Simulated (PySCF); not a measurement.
BClH₄NSi, AlB₂H₄O, CH₅AlBO (calculated)

All values are calculated (PySCF 2.14.0). Calculation on a computer-drawn molecule: optimised geometry and harmonic frequencies of an isolated molecule of the commonest isotopes, restricted reference for singlets and unrestricted otherwise, frozen core in MP2.

Common to all runs: charge 0; multiplicity 2; method HF; basis cc-pV(D+d)Z.

```json
{"entry": 1, "formula": "BClH4NSi", "start_structure": {"atoms_angstrom": [["B", 0.0898, -0.3539, 1.0883], ["N", -0.3883, -0.5817, -0.1287], ["Si", 0.3734, -1.0815, -1.6681], ["Cl", 2.2958, -1.3797, -1.3116], ["H", 1.1597, -0.4895, 1.4265], ["H", -1.3718, -0.3902, -0.2539], ["H", 0.159, -0.024, -2.6751], ["H", -0.3249, -2.2539, -2.0606]]}, "given": {"drawn_bonds_atom": [1, 2, 3, 1, 2, 3, 3], "drawn_bonds_other_atom": [2, 3, 4, 5, 6, 7, 8], "drawn_bonds_order": [1, 1, 1, 1, 1, 1, 1]}, "results": {"optimised_atom_element": ["B", "N", "Si", "Cl", "H", "H", "H", "H"], "optimised_atom_x [angstrom]": [-0.08009, -0.2752, 0.3867, 1.927, 0.5771, -0.8376, 0.9324, -0.6378], "optimised_atom_y [angstrom]": [-0.04766, -1.022, -1.034, -2.412, 0.943, -1.813, 0.2931, -1.462], "optimised_atom_z [angstrom]": [1.008, 0.02017, -1.582, -1.741, 0.8545, 0.2817, -1.879, -2.545], "modes_frequency [cm^-1]": [58.02, 216.2, 300.2, 455.3, 558.6, 648.8, 780.7, 812.5, 848.5, 968.5, 1022, 1026, 1270, 1448, 2366, 2394, 2715, 3771], "modes_reduced_mass [dalton]": [2.822, 3.626, 2.597, 2.139, 9.04, 1.381, 1.394, 2.154, 1.09, 1.123, 1.091, 1.289, 1.756, 2.354, 1.038, 1.044, 1.096, 1.075], "rotational_constants [GHz]": [11.48, 2.38, 2.168], "total_energy [hartree]": -829.9648, "spin_squared": 0.7547, "convergence_status_largest_gradient_component [hartree/bohr]": 7.176e-06}}
{"entry": 2, "formula": "AlB2H4O", "start_structure": {"atoms_angstrom": [["B", 1.4445, 2.783, 2.0419], ["O", 0.9915, 2.2297, 1.0148], ["B", 0.4231, 1.6057, -0.0546], ["Al", -0.1969, -0.1031, 0.7255], ["H", 2.2959, 2.9409, 2.7638], ["H", 0.5068, 2.2328, -1.0913], ["H", -0.9964, -1.4209, 0.2017], ["H", 0.1236, -0.1974, 2.2564]]}, "given": {"drawn_bonds_atom": [1, 2, 3, 1, 3, 4, 4], "drawn_bonds_other_atom": [2, 3, 4, 5, 6, 7, 8], "drawn_bonds_order": [1, 1, 1, 1, 1, 1, 1]}, "results": {"optimised_atom_element": ["B", "O", "B", "Al", "H", "H", "H", "H"], "optimised_atom_x [angstrom]": [1.924, 1.336, 0.3471, -0.3954, 2.778, -0.03493, 0.2718, -1.634], "optimised_atom_y [angstrom]": [3.254, 2.041, 1.616, -0.4122, 3.504, 2.423, -1.608, -0.7484], "optimised_atom_z [angstrom]": [1.475, 1.429, 0.5577, 0.7457, 2.286, -0.2572, -0.05761, 1.679], "modes_frequency [cm^-1]": [94.11, 124.6, 149.9, 294.9, 309.5, 392.1, 535.1, 657.1, 831.7, 843.6, 1002, 1174, 1223, 1379, 1958, 1966, 2630, 2679], "modes_reduced_mass [dalton]": [1.212, 5.878, 3.715, 1.138, 5.742, 1.11, 2.079, 1.65, 1.626, 1.078, 1.537, 1.886, 1.848, 9.712, 1.058, 1.027, 1.087, 1.094], "rotational_constants [GHz]": [35.69, 2.325, 2.255], "total_energy [hartree]": -368.4609, "spin_squared": 0.7532, "convergence_status_largest_gradient_component [hartree/bohr]": 4.02e-05}}
{"entry": 3, "formula": "CH5AlBO", "start_structure": {"atoms_angstrom": [["B", -1.3956, -2.4558, -1.8503], ["Al", -0.3198, -0.7572, -1.5453], ["O", 0.4566, -0.6332, -0.1181], ["C", 1.0404, -0.4728, 1.1037], ["H", -1.921, -3.4447, -1.7458], ["H", -0.0097, 0.4838, -2.4974], ["H", 0.2411, -0.5836, 1.9247], ["H", 1.618, 0.4445, 1.1779], ["H", 1.7828, -1.2969, 1.2632]]}, "given": {"drawn_bonds_atom": [1, 2, 3, 1, 2, 4, 4, 4], "drawn_bonds_other_atom": [2, 3, 4, 5, 6, 7, 8, 9], "drawn_bonds_order": [1, 1, 1, 1, 1, 1, 1, 1]}, "results": {}}
```

Question: What rotational constants does the calculation give for CH₅AlBO (entry 3)?
Answer: 23.1, 2.885, 2.606 GHz

Further results for CH₅AlBO (entry 3):

- total energy: -382.2085 hartree
- spin squared: 0.7591
- convergence status largest gradient component: 1.171e-05 hartree/bohr

Optimised structure:
```xyz
9
CH5AlBO
B     -1.4878    -2.4942    -2.0053
Al    -0.3071    -0.9566    -1.3146
O      0.3179    -1.0959     0.2418
C      1.1160    -0.4162     1.1546
H     -2.1769    -3.3710    -2.4179
H      0.0154     0.3157    -2.1942
H      0.5581    -0.2267     2.0750
H      1.4644     0.5457     0.7634
H      1.9927    -1.0167     1.4100
```

Modes:
```csv
frequency (cm⁻¹),reduced mass (dalton)
78.82,1.189
103.9,3.291
112.2,3.117
178.9,1.211
219.3,3.871
499.8,1.275
609.2,2.129
680.8,1.93
719,1.867
794.7,2.426
1267,1.879
1283,1.271
1310,2.983
1600,1.047
1601,1.137
1608,1.049
1986,1.042
2821,1.1
3152,1.034
3218,1.102
3234,1.106
```
